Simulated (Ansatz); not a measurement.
The cluster Pb4S3. The state is a singlet with charge 0. Geometry r2SCAN-D4/def2-SVP, basis def2-TZVP, Ansatz.

```xyz
7

Pb    1.1333    0.0466    1.7481
Pb    0.1187   -1.7654   -1.4482
Pb    0.2241    1.6109   -1.6071
Pb   -2.2844    0.0744    0.0601
S    -0.6032    1.9925    0.9287
S     2.1354   -0.1038   -0.7910
S    -0.7238   -1.8551    1.1094
```

```
run  HOMO (eV)  LUMO (eV)
  A      -5.03      -2.27
  B      -4.71      -2.54
  C      -6.54       0.59
  D      -5.22      -2.10
  E      -5.37      -1.92
  F      -4.88      -2.39
```

In the def2 sets Pb takes a core potential; there is no spin–orbit coupling. B3LYP takes the VWN-RPA correlation. HSE06 is defined as in plane-wave codes, on full-range PBE exchange. The structure comes from a short search, and lower isomers may exist.

Problem. The runs used B3LYP, HF, HSE06, PBE, PBE0, r2SCAN. Estimate which is which.

Solution. A HSE06 (range-separated); B PBE (0 % exact exchange); C HF (100 % exact exchange); D B3LYP (20 % exact exchange); E PBE0 (25 % exact exchange); F r2SCAN (0 % exact exchange). Exact exchange lowers occupied and raises empty levels; among semilocal functionals meta-GGAs tend to open the gap a little, and such runs are hard to tell apart. The gap grows from 2.17 eV (PBE) to 7.12 eV (HF).
